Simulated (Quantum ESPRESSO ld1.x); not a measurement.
Q: The mean radii <r> (bohr) of the occupied orbitals of an atom or ion are listed with their occupations. Calculated with ld1.x of Quantum ESPRESSO 7.5: non-relativistic Kohn-Sham, LDA (Slater exchange, Perdew-Zunger correlation), spin-polarised, spherical densities, point nucleus.

| orbital | occ. | <r> |
|---|---|---|
| 1s up | 1 | 0.04375 |
| 1s down | 1 | 0.04375 |
| 2s up | 1 | 0.1934 |
| 2s down | 1 | 0.1932 |
| 2p up | 3 | 0.1668 |
| 2p down | 3 | 0.1665 |
| 3s up | 1 | 0.5168 |
| 3s down | 1 | 0.5187 |
| 3p up | 3 | 0.5082 |
| 3p down | 3 | 0.5105 |
| 3d up | 3 | 0.4710 |

Name the element and its charge. Open shells, if any, are filled with parallel spins first.

A: Z = 35, bromine, charge +14: Br14+ in [Ar] 3d3. The 1s radius gives Z: for a bare nucleus <r> = 1.5/Z, 0.04286 bohr for Z = 35, and screening makes it slightly larger (0.04375 here). The occupations add up to 21, and the charge is Z minus that.
